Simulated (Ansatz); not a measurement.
`C[C@@H]1[AlH][Si@H]1[SiH3]` + `[NH2][GeH2][OH]` → `[OH][GeH2][NH][SiH3]` + `C[CH]1[AlH][SiH2]1`  (cleavage of the Si–Si bond)

Computed with Ansatz on PBE0-D4/def2-TZVP structures; ΔE is electronic, products minus reactants. CCSD(T)/CBS adds triple-zeta CCSD(T) − MP2 to the extrapolated MP2 energy (def2 sets, frozen cores). DFT in def2-TZVPP. B3LYP here is the variant with VWN-RPA as its local correlation; programs differ in this. For Ge outer-core shells are correlated without core-valence functions, which leaves a few kJ/mol of doubt a bond. Scalar relativity is left out up to krypton. Each species was taken in one conformer, which may not be the lowest.

```json
{"level": "ωB97M-V", "ΔE (kJ/mol)": "-52.3"}
{"level": "PBE0", "ΔE (kJ/mol)": "-34.0"}
{"level": "B3LYP", "ΔE (kJ/mol)": "-46.5"}
{"level": "MP2/def2-QZVPP", "ΔE (kJ/mol)": "-53.8"}
```

Problem. What does CCSD(T)/CBS give? (Best estimate.)

Solution. Ansatz gave: -47.7 kJ/mol. The listed levels differ from it by -4.6, 13.7, 1.2, -6.1 kJ/mol.

Largest T1 diagnostic among the species: 0.013.

From PBE to PBE0 (25 % exact exchange), in def2-TZVPP and without D4, ΔE moves by −6.6 kJ/mol. In def2-TZVPP, CCSD(T) changes the Hartree–Fock value by +16.7 kJ/mol (the triples alone add +2.9 kJ/mol) and MP2 by +11.4 kJ/mol.
